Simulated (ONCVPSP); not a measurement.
# Transferability test, ONCV potential for tin

```json
{
  "Element": "tin (Sn)",
  "Generator": "ONCVPSP 4.0.1",
  "Type": "optimised norm-conserving Vanderbilt (ONCV)",
  "Functional": "PBE",
  "Relativity": "fully relativistic",
  "Frozen core": "[Ar] 3d10",
  "Valence charge": "22",
  "Reference configuration": "4s2 4p6 4d10 5s2 (charge +2)",
  "Partial waves": "4s+5s: rc 1.15 bohr, ncon 3, nbas 8, qcut 9.8 1/bohr, 2 projectors; 4p: rc 1.45 bohr, ncon 3, nbas 6, qcut 11.1 1/bohr, 2 projectors, debl 0.7 Ha; 4d: rc 1.30 bohr, ncon 3, nbas 7, qcut 14.4 1/bohr, 3 projectors, debl 3.5 Ha",
  "Local potential": "polynomial inside 1.00 bohr (lpopt 5, dvloc0 3 Ha)",
  "Core correction": "polynomial model core, fcfact 0.7"
}
```

Open shells are filled in proportion to 2j + 1.

In the p channel the program set the typed energies aside and used -3.850, 0.250 Ha (j = l + 1/2; the other j can differ).

Energies are relative to the spin-unpolarised reference configuration 4s2 4p6 4d10 5s2; without spin polarisation the order of configurations can differ from experiment.

Problem. Give the all-electron excitation energy and the error of the potential for: 4s2 4p6 4d10 5s2 5p2; 4s2 4p6 4d10 5s2 5p1; 4s2 4p6 4d10 5s1; 4s1 4p6 4d10 5s2 5p2.

Solution.

```tsv
valence configuration	charge	ΔE all-electron (eV)	error AE − PS (meV)
4s2 4p6 4d10 5s2 5p2	0	-20.859	0.0
4s2 4p6 4d10 5s2 5p1	+1	-13.971	+0.1
4s2 4p6 4d10 5s1	+3	30.971	0.0
4s1 4p6 4d10 5s2 5p2	+1	121.275	-57
```

Levels in the configuration 4s2 4p6 4d10 5s2 5p1:

```tsv
level	all-electron (eV)	pseudo (eV)
4s j=1/2	-141.817	-141.810
4p j=3/2	-95.300	-95.296
4p j=1/2	-102.868	-102.862
4d j=5/2	-33.372	-33.373
4d j=3/2	-34.416	-34.415
5s j=1/2	-17.805	-17.804
5p j=3/2	-10.078	-10.078
5p j=1/2	-10.648	-10.648
```
